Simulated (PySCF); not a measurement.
Compound: C3H8BNO.
Numbering: `[CH2:1]=[C:2]1[CH2:3][NH2+:4][BH2-:5][O:6]1` (hydrogens: H7, H8 on C1; H9, H10 on C3; H11, H12 on N4; H13, H14 on B5)

Method: PBE0-D3(BJ)/def2-SVP geometry optimisation, gas phase in PySCF.

(1) Give the optimised bond lengths and angles.

## Answers

(1) 
| bond | length (bohr) | order |
| --- | --- | --- |
| C1=C2 | 2.532 | double |
| C2–C3 | 2.864 | single |
| C3–N4 | 2.787 | single |
| N4–B5 | 3.114 | single |
| B5–O6 | 2.778 | single |
| C2–O6 | 2.512 | single |
| C1–H7 | 2.060 | single |
| C1–H8 | 2.061 | single |
| C3–H9, C3–H10 | 2.079 | single |
| N4–H11, N4–H12 | 1.928 | single |
| B5–H13 | 2.304 | single |
| B5–H14 | 2.322 | single |

Bonds in one row agree within 0.02 bohr and their mean is given. Orders are formal, as drawn. A selection of angles:
| angle | degrees |
| --- | --- |
| C2–C1–H7 | 120.4 |
| C2–C1–H8 | 120.4 |
| H7–C1–H8 | 119.2 |
| C1–C2–C3 | 124.3 |
| C1–C2–O6 | 126.0 |
| C3–C2–O6 | 109.6 |
| C2–C3–N4 | 103.0 |
| C2–C3–H9 | 114.1 |
| C2–C3–H10 | 110.2 |
| N4–C3–H9 | 113.1 |
| N4–C3–H10 | 107.2 |
| H9–C3–H10 | 109.0 |
| C3–N4–B5 | 101.5 |
| C3–N4–H11 | 113.5 |
| C3–N4–H12 | 111.1 |
| B5–N4–H11 | 112.7 |
| B5–N4–H12 | 109.8 |
| H11–N4–H12 | 108.2 |
| N4–B5–O6 | 98.2 |
| N4–B5–H13 | 109.0 |
| N4–B5–H14 | 104.6 |
| O6–B5–H13 | 113.6 |
| O6–B5–H14 | 114.5 |
| H13–B5–H14 | 114.9 |
| C2–O6–B5 | 113.2 |

Torsions: C1–C2–C3–N4 -157° (antiperiplanar); C2–C3–N4–B5 -35° (synclinal); C3–N4–B5–O6 36° (synclinal); N4–B5–O6–C2 -24° (synperiplanar); C1–C2–O6–B5 -177° (antiperiplanar). The mirror-image conformer, all signs reversed, is as good.

The 2 C–C bonds span 1.340 Å (C1=C2, drawn double) to 1.516 Å (C2–C3, drawn single), a spread of 0.176 Å. B5 (four-coordinate boron) is distorted tetrahedral (angles from 98.2° to 114.9°). The 5-membered ring C2–C3–N4–B5–O6 has internal angles of 98.2° to 113.2°; it is puckered, 0.17 Å rms from its mean plane, widest ring torsion 36°. N4 (nitrogen bonded to B, C and 2 H) is distorted tetrahedral (angles from 101.5° to 113.5°). O6 (boron-bound oxygen) is bent (angle 113.2°).

Point group: C1 (no symmetry element, even within 0.4 Å). Whether it is a minimum is left open (no frequencies). One conformer, not necessarily the lowest.

On Arm Neoverse V1, one thread, shared host, this took 63 s and 0.49 GiB of memory at its peak. This is the geometry optimisation.
